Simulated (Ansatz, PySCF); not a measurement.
Te(SiH3)(OSiH3) (H6OSi2Te), SMILES [SiH3]O[Te][SiH3].

Geometry optimised at B3LYP-D3(BJ)/def2-SVP. The structure was generated by enumeration, and PubChem lists no compound with its InChIKey, so it may never have been made. The def2 effective core potentials stand for the cores of Te; spin–orbit coupling is left out. One conformer was computed; it need not be the lowest.

Vertical ionisation energy (IE) and electron affinity (EA) in eV. Rows of orbital energies are one-electron estimates. Where ΔSCF, EOM or ADC give a negative EA the extra electron is unbound and the value depends on the basis.

```json
[
 {"level": "−ε(HOMO), −ε(LUMO), ωB97X/def2-TZVP (PySCF)", "IE": "8.69", "EA": "0.31"},
 {"level": "−ε(HOMO), −ε(LUMO), PBE/def2-TZVP (PySCF)", "IE": "5.44", "EA": "3.26"},
 {"level": "ΔSCF, CAM-B3LYP/def2-SVPD (Ansatz), final states of multiplicity 2 and 2", "IE": "8.53", "EA": "0.72"},
 {"level": "ΔSCF, PBE/def2-SVPD (Ansatz), final states of multiplicity 2 and 2", "IE": "8.29", "EA": "0.85"}
]
```

### Question
What vertical singlet–triplet gap does ΔSCF give with CAM-B3LYP/def2-SVPD (Ansatz, a first-principles code) and with PBE/def2-SVPD (Ansatz)? (An estimate is asked for; the answer gives what the named calculation found.)

### Answer
2.12 and 1.94 eV (triplet above singlet where positive).
